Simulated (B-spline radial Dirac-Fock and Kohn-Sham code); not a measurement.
In the model described below, an L2 (2p1/2) vacancy in Zn⁹⁺, configuration 1s2 2s2 2p6 3s2 3p6 3d3, lives for 1.3 fs, which corresponds to a natural width of 0.489 eV. Out of 1000 such holes, about 8.3 decay by emitting a photon and the rest by ordinary Auger emission. The strongest X-ray line is Lβ1 (L2-M4) at 1072.9 eV, with 90 % of the radiative rate. The strongest electron group is L2-M2M3 near 649 eV, with 40 % of the non-radiative rate.

Input file task.json (cfg lists n, l and occupation; rrms is the nuclear radius in fm):

```json
{"items": [{
  "Z": 30,
  "q": 9,
  "cfg": [[1, 0, 2], [2, 0, 2], [2, 1, 6], [3, 0, 2], [3, 1, 6], [3, 2, 3]],
  "A": 64,
  "rrms": 3.9283,
  "do": ["binding", "quiet", "decay"],
  "holes": ["K", "L1", "L2", "L3", "M1", "M2", "M3"]
}]}
```

Command: `python xray_run.py task.json out`

These are calculated numbers from an atomic code on a B-spline grid; the model is one-electron (LDA, Dirac) transition rates at Dirac-Fock energies.
